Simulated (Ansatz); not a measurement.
Calculated with Ansatz (gas phase, PBE0-D4/def2-TZVP geometries, no zero-point term in ΔE). CBS: MP2 limit from def2 TZ/QZ plus the TZ coupled-cluster correction, frozen cores. This one scheme is used for every species. DFT in def2-TZVPP. For Br outer-core shells are correlated without core-valence functions, which leaves a few kJ/mol of doubt a bond. Scalar relativity is left out up to krypton.

Reaction (ligand exchange at a B–C bond): `CB(F)F` + HBr → `FB(F)Br` + CH₄

```
      level  ΔE (eV)
    r2SCANh    -0.59
HF/def2-SVP    -0.52
```

**Question.** What does CCSD(T)/CBS give? (An estimate is asked.)

**Answer.** The calculation gave: -0.56 eV. The listed levels differ from it by -0.03, 0.04 eV.

Largest T1 diagnostic among the species: 0.012.

Leaving LDA and LC-ωPBE aside and taking each functional with its dispersion term where it has one, the values, not all of them listed here, spread over 0.08 eV, from revPBE-D4 to CAM-B3LYP-D4. LDA lies +0.05 eV from PBE without D4. From BLYP to BHLYP (50 % exact exchange), in def2-TZVPP and without D4, ΔE moves by +0.03 eV.
